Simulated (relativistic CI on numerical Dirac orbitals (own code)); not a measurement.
**Electric-dipole lines of Ba LV**

Calculated at this level of theory: Dirac-Coulomb-Breit CI, orbitals from a KLI potential per configuration, model QED (radiative potential, 1s self-energy scaled to tabulated hydrogen-like ionisation energies), unscaled Slater integrals (own radial code, finite nucleus).

Configuration list: 1s², 1s2s, 1s2p, 1s3s, 1s3p, 1s3d, 1s4s, 1s4p, 1s4d, 1s4f, 1s5s, 1s5p, 1s5d, 1s5f, 1s5g, 1s6s, 1s6p, 1s6d, 2s². Levels of other configurations are missing.

| λ vac (Å) | Lower | Upper | A (s⁻¹) | log gf | S velocity/length |
| --- | --- | --- | --- | --- | --- |
| 0.3747 | 1s² ¹S0 [1] | 1s2p ¹P°1 [7] | 7.84e+15 | -0.31 | 1.00 |
| 1.5817 | 1s2p ³P°2 [6] | 1s4d ³D3 [26] | 1.91e+14 | -0.30 | 1.00 |
| 1.9624 | 1s2s ³S1 [2] | 1s3p ³P°2 [12] | 1.92e+14 | -0.26 | 1.00 |
| 1.9851 | 1s2p ³P°1 [3] | 1s3d ³D2 [13] | 5.24e+14 | 0.19 | 1.00 |
| 1.9871 | 1s2p ³P°0 [4] | 1s3d ³D1 [14] | 3.53e+14 | -0.20 | 1.00 |
| 2.1258 | 1s2p ³P°2 [6] | 1s3d ³D3 [16] | 5.91e+14 | 0.45 | 1.00 |
| 2.1387 | 1s2p ¹P°1 [7] | 1s3d ¹D2 [17] | 5.29e+14 | 0.26 | 1.00 |
| 4.1599 | 1s3d ³D2 [13] | 1s5f ³F°3 [41] | 4.01e+13 | -0.14 | 1.00 |
| 4.2132 | 1s3d ³D3 [16] | 1s5f ³F°4 [44] | 4.16e+13 | 0.00 | 1.00 |
| 5.6528 | 1s3s ³S1 [8] | 1s4p ³P°2 [22] | 2.47e+13 | -0.23 | 1.00 |
| 5.7007 | 1s3p ³P°1 [9] | 1s4d ³D2 [23] | 5.26e+13 | 0.11 | 1.00 |
| 6.0267 | 1s3p ³P°2 [12] | 1s4d ³D3 [26] | 6.41e+13 | 0.39 | 1.00 |
| 6.0512 | 1s3d ³D2 [13] | 1s4f ³F°3 [27] | 1.20e+14 | 0.66 | 1.00 |
| 6.0552 | 1s3d ³D1 [14] | 1s4f ³F°2 [28] | 1.08e+14 | 0.47 | 1.00 |
| 6.0557 | 1s3p ¹P°1 [15] | 1s4d ¹D2 [29] | 5.78e+13 | 0.20 | 1.00 |
| 6.1515 | 1s3d ³D3 [16] | 1s4f ³F°4 [30] | 1.26e+14 | 0.81 | 1.00 |
| 6.1553 | 1s3d ¹D2 [17] | 1s4f ¹F°3 [31] | 1.20e+14 | 0.68 | 1.00 |
| 12.388 | 1s4p ³P°1 [19] | 1s5d ³D2 [37] | 1.05e+13 | 0.08 | 1.00 |
| 13.009 | 1s4p ³P°2 [22] | 1s5d ³D3 [40] | 1.33e+13 | 0.37 | 1.00 |
| 13.057 | 1s4d ³D2 [23] | 1s5f ³F°3 [41] | 2.22e+13 | 0.60 | 1.00 |
| 13.063 | 1s4d ³D1 [24] | 1s5f ³F°2 [42] | 2.00e+13 | 0.41 | 1.00 |
| 13.064 | 1s4p ¹P°1 [25] | 1s5d ¹D2 [43] | 1.21e+13 | 0.19 | 1.00 |
| 13.242 | 1s4d ³D3 [26] | 1s5f ³F°4 [44] | 2.37e+13 | 0.75 | 1.00 |
| 13.245 | 1s4f ³F°3 [27] | 1s5g ³G4 [45] | 3.79e+13 | 0.95 | 1.00 |
| 13.249 | 1s4f ³F°2 [28] | 1s5g ³G3 [46] | 3.61e+13 | 0.82 | 1.00 |
| 13.250 | 1s4d ¹D2 [29] | 1s5f ¹F°3 [47] | 2.25e+13 | 0.62 | 1.00 |
| 13.332 | 1s4f ³F°4 [30] | 1s5g ³G5 [48] | 3.89e+13 | 1.06 | 1.00 |
| 13.335 | 1s4f ¹F°3 [31] | 1s5g ¹G4 [49] | 3.78e+13 | 0.96 | 1.00 |
| 23.962 | 1s5p ³P°2 [36] | 1s6d ³D3 [58] | 3.99e+12 | 0.38 | 1.00 |
| 24.055 | 1s5p ¹P°1 [39] | 1s6d ¹D2 [59] | 3.64e+12 | 0.20 | 1.00 |

Terms are leading LS components. Brackets give the number of a level in order of energy, since labels repeat. The list gives strong lines, with weight on those to low levels, among the lowest 59 of 60 levels, so that lines to higher ones, which can be the strongest, are missing. Levels whose partners in the same complex of configurations lie outside the list can be far off, and so can their lines. Rates are taken at the computed energies, electric ones in the length gauge. A velocity-to-length ratio far from 1 marks an uncertain rate.

At this charge energies of transitions that change n are usually good to better than 1 %, and those within a shell (Δn = 0) to a few per cent.

Q: From the table, what is the radiative lifetime of 1s4d ³D3?

A: The listed rates from this level add up to about 2.55e+14 s⁻¹, 100 % of its decay; with all channels τ = 3.92e-15 s.

LS names give the leading component of a level, which can be under half, so a name can repeat, a term be missing and a line seem to break the LS rules.
